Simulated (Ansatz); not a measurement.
BrFGe, SMILES `[F][Ge][Br]` from Hartree–Fock to CCSD(T)

Cartesian coordinates in Å:
```
F 0.4970 -0.9268 1.0658
Ge 0.6477 -0.2890 -0.5553
Br -1.1448 1.2158 -0.5105
```

Total charge 0; spin multiplicity 1. Correlated methods include outer-core shells of Br, Ge, which these sets cover unevenly. Scalar relativity is left out up to krypton. The geometry is a stationary point of PBE0-D4/def2-TZVP. Frozen core, restricted reference, Ansatz 0.2.0.

| basis | HF (Eh) | MP2 corr. | CCSD corr. | (T) | CCSD(T) total |
| --- | --- | --- | --- | --- | --- |
| def2-SVP | -4746.63936 | -0.62112 | -0.62152 | -0.01534 | -4747.27622 |
| def2-TZVPP | -4747.35290 | -0.74767 | -0.75016 | -0.02707 | -4748.13013 |
| def2-QZVPP | -4747.44943 | -1.35534 | – | – | – |
